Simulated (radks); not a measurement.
Problem. Yb III, 68 electrons, occupied as [Xe] 4f13 6p1 (not the ground configuration). Method: Dirac Kohn-Sham, PBE, spin-unpolarised, spherical densities, finite nucleus; open shells fill j = l - 1/2 first; Fermi nuclear charge, rms radius 5.3108 fm; computed with a radial shooting solver on a logarithmic mesh with Libxc functionals. Some entries of the table are withheld. Estimate them.

orbital,occ.,eigenvalue (Ry),r(max) (bohr)
1s1/2,2,-4496.290,0.01237
2s1/2,2,-762.9199,0.07077
2p1/2,2,-727.8584,(1)
2p3/2,4,-650.9089,(2)
3s1/2,2,-173.4542,0.1997
3p1/2,2,(3),0.1875
3p3/2,4,(4),0.2008
3d3/2,4,-115.2311,(5)
3d5/2,6,-111.6634,(6)
4s1/2,2,-35.65523,0.4555
4p1/2,2,-29.38059,0.4568
4p3/2,4,-25.67603,0.4851
4d3/2,4,-15.34750,0.4857
4d5/2,6,-14.67146,0.4948
5s1/2,2,(7),1.063
5p1/2,2,-3.95617,1.154
5p3/2,4,-3.47044,1.239
4f5/2,6,-2.10429,0.4778
4f7/2,7,-2.00179,0.4831
6p1/2,1,-0.98200,3.301
6p3/2,0,-0.92247,3.511

Solution. 
(1) 2p1/2 r(max) (bohr): 0.05296
(2) 2p3/2 r(max) (bohr): 0.05939
(3) 3p1/2 eigenvalue (Ry): -157.9614
(4) 3p3/2 eigenvalue (Ry): -141.6303
(5) 3d3/2 r(max) (bohr): 0.1581
(6) 3d5/2 r(max) (bohr): 0.1618
(7) 5s1/2 eigenvalue (Ry): -5.69976
